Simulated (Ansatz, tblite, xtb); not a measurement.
A ladder of methods for CH3BBrFSi (SMILES FB1C[SiH]1Br)

CH3BBrFSi: 8 atoms, total charge 0, spin state singlet. SMILES: `FB1C[SiH]1Br`. The shape is that of a PBE0-D4/def2-TZVP optimisation.

```xyz
8

F    -1.0604   -0.9586    1.9911
B    -0.3685   -0.7052    0.9075
C     0.7806    0.2193    0.5512
Si   -0.4256   -0.1434   -0.9389
Br   -1.8993    1.3536   -1.6402
H     1.0983    1.0922    1.1183
H     1.6303   -0.2684    0.0572
H     0.3368   -0.6467   -2.1020
```

Quantity: the dipole moment, in D. The values are calculated.

| level | kind | program | value (D) |
| --- | --- | --- | --- |
| IPEA1-xTB | semi-empirical | tblite | 2.90 |
| GFN2-xTB | semi-empirical | tblite | 4.74 |
| GFN1-xTB | semi-empirical | tblite | 2.33 |
| GFN0-xTB | semi-empirical | xtb | 2.07 |
| HF/STO-3G | Hartree–Fock | Ansatz | 2.41 |
| HF/3-21G | Hartree–Fock | Ansatz | 2.43 |
| HF/def2-SVP | Hartree–Fock | Ansatz | 2.05 |
| B3LYP/6-31G* (spherical functions) | global hybrid | Ansatz | 2.01 |
| B3LYP/6-31G* (Cartesian functions) | global hybrid | Ansatz | 2.00 |
| PBE0/def2-SVP | global hybrid | Ansatz | 1.85 |

All-electron rows without a relativistic Hamiltonian named are non-relativistic. The values span 1.85 to 4.74 D. Sets without polarisation functions give poor dipoles. Without the sets that lack polarisation functions the rows with a basis span only 1.85 to 2.05 D.
